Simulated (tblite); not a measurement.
Species: CH11B2NSi2.
SMILES with atom numbers: `[BH2:1][BH:2][CH2:3][SiH2:4][NH:5][SiH3:6]` (hydrogens: H7, H8 on B1; H9 on B2; H10, H11 on C3; H12, H13 on Si4; H14 on N5; H15, H16, H17 on Si6)

Computed with GFN2-xTB (tblite), gas phase: L-BFGS steps from a force-field or distance-geometry start until the largest atomic force falls under 0.01 eV/Å.

Step 79: E = -451.7611 eV
```
atom  x, y, z in Å  |  force x, y, z in eV/Å
B1      3.3559   -0.5324    0.7401   -0.002   0.005   0.003
B2      2.0854    0.4821    0.7940    0.014   0.017   0.007
C3      1.1744    0.7329   -0.4520   -0.023   0.017  -0.011
Si4    -0.3373   -0.4310   -0.3309   -0.013   0.002  -0.014
N5     -1.6233    0.3866    0.4885   -0.014  -0.028  -0.028
Si6    -3.2741   -0.1300    0.5898    0.017   0.021   0.014
H7      4.4466   -0.1572    0.5128   -0.001  -0.004   0.003
H8      3.2727   -1.6902    0.9210   -0.014   0.001   0.004
H9      1.7944    1.0810    1.7698   -0.013  -0.008  -0.008
H10     0.8025    1.7557   -0.5133   -0.024  -0.016  -0.011
H11     1.6565    0.5050   -1.4014    0.022   0.006   0.020
H12    -0.0267   -1.6856    0.3682    0.001  -0.021  -0.016
H13    -0.8091   -0.7529   -1.6874    0.014   0.004   0.020
H14    -1.3808    1.2184    0.9992    0.014  -0.015   0.014
H15    -3.9561    0.8714    1.4110    0.019  -0.006   0.004
H16    -3.8369   -0.1774   -0.7607   -0.008  -0.003  -0.008
H17    -3.3513   -1.4646    1.1909    0.011   0.028   0.006
```

Step 80: E = -451.7615 eV
```
atom  x, y, z in Å  |  force x, y, z in eV/Å
B1      3.3548   -0.5337    0.7394   -0.036   0.024   0.014
B2      2.0873    0.4861    0.7922    0.012  -0.023   0.000
C3      1.1744    0.7348   -0.4525   -0.026   0.017  -0.012
Si4    -0.3353   -0.4318   -0.3305   -0.020   0.004  -0.025
N5     -1.6224    0.3858    0.4870   -0.018  -0.035  -0.028
Si6    -3.2732   -0.1301    0.5898    0.012   0.028   0.014
H7      4.4450   -0.1607    0.5130    0.031  -0.001  -0.005
H8      3.2682   -1.6904    0.9235   -0.015  -0.002   0.002
H9      1.7948    1.0831    1.7677   -0.009   0.004   0.006
H10     0.7982    1.7562   -0.5114   -0.017  -0.014  -0.019
H11     1.6559    0.5086   -1.4027    0.018   0.012   0.022
H12    -0.0255   -1.6869    0.3671    0.006  -0.024  -0.009
H13    -0.8078   -0.7550   -1.6868    0.016   0.008   0.024
H14    -1.3798    1.2134    1.0041    0.024  -0.002   0.019
H15    -3.9560    0.8734    1.4088    0.024  -0.013   0.003
H16    -3.8355   -0.1769   -0.7607   -0.011  -0.006  -0.014
H17    -3.3503   -1.4639    1.1916    0.008   0.024   0.009
```

Step 81: E = -451.7620 eV
```
atom  x, y, z in Å  |  force x, y, z in eV/Å
B1      3.3533   -0.5336    0.7397   -0.033   0.029   0.021
B2      2.0868    0.4889    0.7903    0.000  -0.054  -0.010
C3      1.1743    0.7362   -0.4552   -0.020   0.009   0.000
Si4    -0.3338   -0.4328   -0.3323   -0.018   0.000  -0.026
N5     -1.6210    0.3868    0.4827   -0.016  -0.039  -0.027
Si6    -3.2708   -0.1292    0.5916    0.001   0.025   0.003
H7      4.4463   -0.1586    0.5263    0.016  -0.019  -0.005
H8      3.2613   -1.6924    0.9159   -0.006   0.029  -0.004
H9      1.7886    1.0808    1.7664   -0.004   0.013   0.016
H10     0.7942    1.7559   -0.5133   -0.013  -0.005  -0.024
H11     1.6576    0.5114   -1.4047    0.013   0.013   0.016
H12    -0.0261   -1.6880    0.3658    0.013  -0.024  -0.006
H13    -0.8086   -0.7588   -1.6866    0.017   0.010   0.015
H14    -1.3770    1.2092    1.0063    0.037   0.016   0.028
H15    -3.9518    0.8755    1.4103    0.023  -0.012   0.005
H16    -3.8330   -0.1774   -0.7586   -0.016  -0.007  -0.015
H17    -3.3475   -1.4620    1.1949    0.005   0.017   0.014
```

Question: Estimate the geometry and energy of step 82. (The exact step hangs on the optimiser's Hessian estimate; all steps are aligned on step 81, rigid shifts and turns removed.)

Answer: E = -451.7625 eV, largest force 0.077 eV/Å
```
atom  x, y, z in Å  |  force x, y, z in eV/Å
B1      3.3521   -0.5333    0.7400   -0.059   0.044   0.024
B2      2.0872    0.4921    0.7889   -0.017  -0.061  -0.011
C3      1.1731    0.7384   -0.4563   -0.007  -0.007   0.010
Si4    -0.3324   -0.4343   -0.3347   -0.010  -0.009  -0.013
N5     -1.6200    0.3880    0.4761   -0.008  -0.032  -0.017
Si6    -3.2685   -0.1283    0.5921   -0.011   0.014  -0.017
H7      4.4464   -0.1624    0.5321    0.038  -0.011  -0.012
H8      3.2548   -1.6912    0.9143   -0.008   0.015  -0.001
H9      1.7862    1.0821    1.7655    0.002   0.013   0.017
H10     0.7871    1.7555   -0.5135   -0.006   0.009  -0.023
H11     1.6594    0.5173   -1.4049    0.004   0.009   0.003
H12    -0.0268   -1.6903    0.3638    0.019  -0.016  -0.005
H13    -0.8097   -0.7635   -1.6858    0.015   0.011  -0.006
H14    -1.3733    1.2019    1.0115    0.046   0.023   0.032
H15    -3.9468    0.8772    1.4108    0.016  -0.003   0.010
H16    -3.8298   -0.1778   -0.7585   -0.018  -0.009  -0.009
H17    -3.3461   -1.4595    1.1981    0.003   0.010   0.016
```

The energy changes by -0.0005 eV. The first-order estimate −F·Δx gives -0.0008 eV and the mean of the old and new forces, exact on a quadratic surface, -0.0005 eV. The step makes an angle of 75° with the force vector and moves no atom by more than 0.010 Å.

What follows is the cost of the whole relaxation. Time: 2.2 s wall. Hardware: one thread of an Arm Neoverse N1, no GPU (shared host).
